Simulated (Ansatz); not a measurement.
C3H12GeO2Si, SMILES `C[O][Ge]([CH3])([CH3])[O][SiH3]`, 19 atoms. Charge 0, multiplicity 1. Correlated methods include outer-core shells of Ge, which these sets cover unevenly. Scalar relativity is left out up to krypton. All runs use 2 threads of an AMD EPYC 7R13 on a shared host and a share of an NVIDIA H100 80 GB. Correlated methods freeze the cores.

**Question.** How many basis functions does each run have, and how long does it take in Ansatz? RKS PBE0-D4/def2-TZVP relaxation (19 steps); RKS B2PLYP (frozen core)/def2-TZVPP energy; RKS B3LYP-D4/def2-TZVPP energy and forces; RKS B97M-V/def2-TZVPP energy; RHF-MP2/def2-QZVPP energy; RKS PBE0-D4/def2-SVP energy; RKS HSE06 (plane-wave form)-D4/def2-TZVPP energy; RHF-CCSD(T)/def2-SVP energy; RHF-CCSD(T)/def2-TZVPP energy. (Best estimate.)

**Answer.** Ansatz gave: Other jobs shared the machine, so times are rough.

| level | job | functions | wall time | peak host memory (GiB) |
| --- | --- | --- | --- | --- |
| RKS B3LYP-D4/def2-TZVPP | energy and forces | 413 | 20 s | 1 |
| RKS B97M-V/def2-TZVPP | energy | 413 | 24 s | 1 |
| RKS HSE06 (plane-wave form)-D4/def2-TZVPP | energy | 413 | 24 s | 0.94 |
| RKS PBE0-D4/def2-SVP | energy | 180 | 27 s | 0.84 |
| RKS B2PLYP (frozen core)/def2-TZVPP | energy | 413 | 30 s | 1.9 |
| RHF-CCSD(T)/def2-SVP | energy | 180 | 51 s | 0.81 |
| RHF-MP2/def2-QZVPP | energy | 804 | 56 s | 1.4 |
| RHF-CCSD(T)/def2-TZVPP | energy | 413 | 64 s | 1.8 |
| RKS PBE0-D4/def2-TZVP | relaxation (19 steps) | 312 | 65 s | 1 |

B3LYP here is the variant with VWN-RPA as its local correlation; programs differ in this.
